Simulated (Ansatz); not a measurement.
Reactions of `BN(B)CC=C`.

Isolated molecules relaxed with PBE0-D4/def2-TZVP in Ansatz; ΔE leaves out vibrations. CBS: MP2 limit from def2 TZ/QZ plus the TZ coupled-cluster correction, frozen cores. This one scheme is used for every species. For Ge outer-core shells are correlated without core-valence functions, which leaves a few kJ/mol of doubt a bond. Scalar relativity is left out up to krypton. Each species was taken in one conformer, which may not be the lowest.

Q: Order these by ΔE at CCSD(T)/CBS, lowest first. (An estimate is asked.)
A. `BN(B)CC=C` + `[CH3][GeH]([NH2])[F]` → `B[NH][GeH]([CH3])[F]` + `BNCC=C`
B. `BN(B)CC=C` + `C=CS` → `C=CCSC=C` + `BNB`
C. `BN(B)CC=C` + CH₃SH → `C=CSC` + `BN(B)C`

A: A (-40.5 kJ/mol), B (-32.4 kJ/mol), C (+7.7 kJ/mol).

Largest T1 diagnostic: 0.012, for `BNCC=C`.
